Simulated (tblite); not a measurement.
Run record: tight-binding relaxation, `O=C([O-])[C@@H]1CCC[AsH]1`.

Computed with GFN2-xTB geometry optimisation, gas phase (tblite 0.8.0). Start geometry: from a force field or distance geometry. The input is one job of a driver script: a line of settings, then coordinates in Å.

Command:
```bash
OMP_NUM_THREADS=1 python probes_run.py task.json out
```

Input:
```
{"job": {"kind": "relax", "xc": "GFN2-xTB", "basis": "xTB"}, "charge": -1, "multiplicity": 1}
O      3.128900    -1.322100     0.098800
C      2.172600    -0.656400     0.602800
O      2.429500     0.120000     1.737300
C      0.810900    -0.691500    -0.012500
C      0.459900     0.629300    -0.665200
C     -1.061500     0.751200    -0.735600
C     -1.612400     0.428500     0.640400
As    -0.553800    -1.065700     1.369000
H      0.770400    -1.515200    -0.760900
H      0.857200     1.485100    -0.078500
H      0.889500     0.675100    -1.697700
H     -1.460500     0.024800    -1.474900
H     -1.359100     1.779400    -1.028700
H     -1.488600     1.300800     1.313900
H     -2.691000     0.161800     0.584600
H     -1.299600    -2.096200     0.454800
```

What does the run print?

```
step      E/eV     max force
  0    -693.68837    6.268
  1    -694.37755    1.054
  2    -694.40750    0.908
  3    -694.44183    0.587
  4    -694.45081    0.340
  5    -694.46090    0.391
  6    -694.47311    0.438
  7    -694.48330    0.410
  8    -694.49727    0.349
  9    -694.50952    0.368
... (92 lines left out)
102    -694.66265    0.022
103    -694.66262    0.146
104    -694.66283    0.044
105    -694.66289    0.044
106    -694.66314    0.072
107    -694.66324    0.016
108    -694.66331    0.019
109    -694.66336    0.014
110    -694.66338    0.011
111    -694.66339    0.006
```

«max force» is the largest atomic force in eV/Å.

From which step on does the largest force stay under 0.1 eV/Å, and how much energy is left to gain from there?

From step 104 (0.044 eV/Å), 0.6 meV above the end.

In short: energy lowered by 22.5 kcal/mol over 111 steps; largest atomic force 0.006 eV/Å at the end.

Give the final coordinates.

0.731 Å rms from the input after alignment:
```
atom  x, y, z in Å
O1     2.9384    0.1848    0.5237
C2     1.8923   -0.3284    0.9200
O3     1.5115   -0.4844    2.1071
C4     0.8506   -0.8385   -0.1327
C5     0.3860    0.3207   -1.0259
C6    -1.0266    0.7715   -0.6358
C7    -1.2772    0.4427    0.8293
As8   -0.5946   -1.3908    1.0761
H9     1.2980   -1.6427   -0.7301
H10    1.0941    1.1466   -0.8992
H11    0.4039    0.0423   -2.0864
H12   -1.7548    0.2205   -1.2433
H13   -1.1640    1.8406   -0.8432
H14   -0.6846    1.0914    1.4783
H15   -2.3344    0.5647    1.0916
H16   -1.5463   -1.9322   -0.0817
```

The run took 0.66 s of wall time on Arm Neoverse V2, one thread, no GPU (shared host).
Labels such as C1 count atoms from 1, the log's own numbers from 0.
